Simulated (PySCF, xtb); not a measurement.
Te(F)(SiH3) (FH3SiTe), SMILES F[Te][SiH3]. Atoms are numbered in the order given.

```xyz
6

Te     0.3237    -0.5123     0.0000
F     -1.6031    -0.9206     0.0000
Si    -0.1316     1.9716     0.0000
H     -0.8911     2.3586     1.2187
H     -0.8911     2.3586    -1.2187
H      1.2198     2.6035     0.0000
```

Geometry: B3LYP-D3(BJ)/def2-SVP. The def2 effective core potentials stand for the cores of Te; spin–orbit coupling is left out.

Calculation: PySCF with C-PCM-ωB97X/def2-SVP.

The values are the electrostatic part of the solvation free energy, E(continuum) − E(gas) at the gas-phase geometry, in a cavity of scaled van der Waals radii (PySCF's table); cavitation and dispersion terms are not included. In vacuum the orbital gap is 8.37 eV. The dipole moment in vacuum is 2.69 D.

**Question.** Estimate the values in water (ε = 78.36), methanol (ε = 32.61), dimethylsulfoxide (ε = 46.83). (Estimate from the structure and the level; the computed values follow.)

**Answer.** 
```tsv
solvent	ε	ΔG(elec) (kcal/mol)	dipole (D)	gap (eV)
water	78.36	-3.9	3.50	8.46
methanol	32.61	-3.8	3.49	8.45
dimethylsulfoxide	46.83	-3.8	3.50	8.45
```

For comparison, GFN2-xTB/ALPB(water) (xtb, at the GFN2-xTB geometry, all terms of that model) gives -4.1 kcal/mol.
